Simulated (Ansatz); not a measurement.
Gas-phase electronic energies from Ansatz, PBE0-D4/def2-TZVP geometries. CBS: MP2 limit from def2 TZ/QZ plus the TZ coupled-cluster correction, frozen cores. DFT in def2-TZVPP. Elements past krypton have def2 core potentials. For Sn outer-core shells are correlated without core-valence functions, which leaves a few kJ/mol of doubt a bond. Each species was taken in one conformer, which may not be the lowest.

Consider the redistribution: `[OH][Sn]([F])([F])[F]` + `O[SiH](O)S[SiH2]Cl` → `[F][SnH]([F])[F]` + `O[SiH](O)S[SiH](O)Cl`.

`[OH][Sn]([F])([F])[F]`:

```xyz
6

O    -0.123    1.497    0.443
Sn    0.189   -0.337   -0.024
F    -1.411   -1.156   -0.607
F     0.865   -1.299    1.445
F     1.461   -0.520   -1.402
H    -0.981    1.815    0.144
```

`O[SiH](O)S[SiH2]Cl`:

```xyz
11

O    -0.208   -2.601   -0.131
Si   -0.527   -1.000   -0.216
O    -2.085   -0.762    0.183
S     0.853   -0.045    1.127
Si    0.894    1.856    0.187
Cl    2.218    1.905   -1.383
H     0.709   -2.872   -0.074
H    -0.380   -0.424   -1.566
H    -2.393   -1.091    1.029
H     1.355    2.830    1.197
H    -0.438    2.204   -0.353
```

`[F][SnH]([F])[F]`:

Z-matrix (Å, degrees):
```
Sn
F 1 1.891
F 1 1.891 2 105.0
F 1 1.891 2 105.0 3 110.4
H 1 1.682 2 113.7 3 -124.8
```

`O[SiH](O)S[SiH](O)Cl`:

Cartesian coordinates in Å:
```
O 0.058 -0.658 -2.953
Si -0.263 -0.676 -1.360
O 0.224 -2.112 -0.759
S 0.825 0.943 -0.433
Si -0.250 1.133 1.373
O 0.566 2.101 2.392
Cl -0.527 -0.739 2.227
H 0.892 -1.028 -3.247
H -1.708 -0.429 -1.196
H 0.278 -2.178 0.198
H -1.595 1.709 1.220
H 1.500 1.933 2.536
```

Is it downhill or uphill in electronic energy at CCSD(T)/CBS, and by how much? (Estimate.)

Computed: Downhill: ΔE = -98.9 kJ/mol.

What do these levels give: PBE-D4, revPBE-D4, BLYP-D4, B97M-V, r2SCANh-D4, ωB97X-V, PBE, BLYP, PBE0, LC-ωPBE, CCSD/def2-SVP, SCS-MP2/def2-QZVPP? (Estimate.)

Ansatz gave: PBE-D4 -99.1, revPBE-D4 -97.8, BLYP-D4 -101.8, B97M-V -108.0, r2SCANh-D4 -106.8, ωB97X-V -102.3, PBE -95.8, BLYP -94.6, PBE0 -101.7, LC-ωPBE -101.3, CCSD/def2-SVP -96.8, SCS-MP2/def2-QZVPP -97.4 kJ/mol.

Largest T1 diagnostic among the species: 0.015.

At CCSD(T), def2-SVP lies +3.3 kJ/mol from the extrapolated value and def2-TZVPP −1.7 kJ/mol. The D4 term adds −5.3 kJ/mol with B3LYP and −2.8 kJ/mol with PBE0; it sums over pairs of atoms, weighted by their polarisabilities, and B3LYP, whose exchange is more repulsive, gets the larger term.

B3LYP here is the variant with VWN-RPA as its local correlation; programs differ in this.
